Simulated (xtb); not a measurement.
Si(OSiH3)(H)(NHSiH3)2 (H₁₂N₂OSi₄), SMILES [SiH3]N[SiH](N[SiH3])O[SiH3]. All values are semi-empirical tight-binding results from xtb (GFN2-xTB unless named), good for trends rather than for accurate numbers. Geometry optimised at GFN2-xTB. Other conformers were not sampled.

Optimised geometry:

Bond lengths (Å): Si1–N2 1.730, Si1–N4 1.723, Si1–O6 1.619, Si1–H8 1.457, N2–Si3 1.728, N2–H9 1.005, Si3–H10 1.470, Si3–H11 1.463, Si3–H12 1.466, N4–Si5 1.728, N4–H13 1.005, Si5–H14 1.469, Si5–H15 1.463, Si5–H16 1.466, O6–Si7 1.616, Si7–H17 1.464, Si7–H18 1.463, Si7–H19 1.464. Bond angles (°): N2–Si1–N4 107.2, N2–Si1–O6 112.3, N2–Si1–H8 109.6, N4–Si1–O6 109.1, N4–Si1–H8 114.6, O6–Si1–H8 104.2, Si1–N2–Si3 126.4, Si1–N2–H9 114.2, Si3–N2–H9 115.1, N2–Si3–H10 113.5, N2–Si3–H11 107.7, N2–Si3–H12 104.5, H10–Si3–H11 109.8, H10–Si3–H12 109.7, H11–Si3–H12 111.5, Si1–N4–Si5 128.9, Si1–N4–H13 114.4, Si5–N4–H13 116.5, N4–Si5–H14 112.0, N4–Si5–H15 108.7, N4–Si5–H16 104.8, H14–Si5–H15 109.8, H14–Si5–H16 110.0, H15–Si5–H16 111.4, Si1–O6–Si7 150.6, O6–Si7–H17 111.1, O6–Si7–H18 105.7, O6–Si7–H19 105.0, H17–Si7–H18 111.4, H17–Si7–H19 111.0, H18–Si7–H19 112.3.
Charge 0, spin multiplicity 1.

Question: Estimate the properties. (An estimate is asked for; the answer gives what the named calculation found.)

Answer: 
orbital gap: 5.18 eV
dipole moment: 0.61 D
zero-point energy: 73.0 kcal/mol
G − E(el) at 298.15 K (modified RRHO): 47.1 kcal/mol
static polarisability (D4 model): 139.6 bohr³
solvation energy, GFN2-xTB/ALPB(water): 0.7 kcal/mol
solvation energy, GFN2-xTB/ALPB(octanol): -5.1 kcal/mol

Computed atomic charges and the Wiberg bond orders between heavy atoms:
charges (e) Si1 0.61, N2 -0.47, Si3 0.49, N4 -0.45, Si5 0.49, O6 -0.47, Si7 0.52, H8 -0.09, H9 0.14, H10 -0.11, H11 -0.11, H12 -0.11, H13 0.15, H14 -0.10, H15 -0.11, H16 -0.11, H17 -0.10, H18 -0.09, H19 -0.09. Bond orders Si1–N2 1.00, N2–Si3 1.07, Si1–N4 1.06, N4–Si5 1.05, Si1–O6 1.06, O6–Si7 1.09.
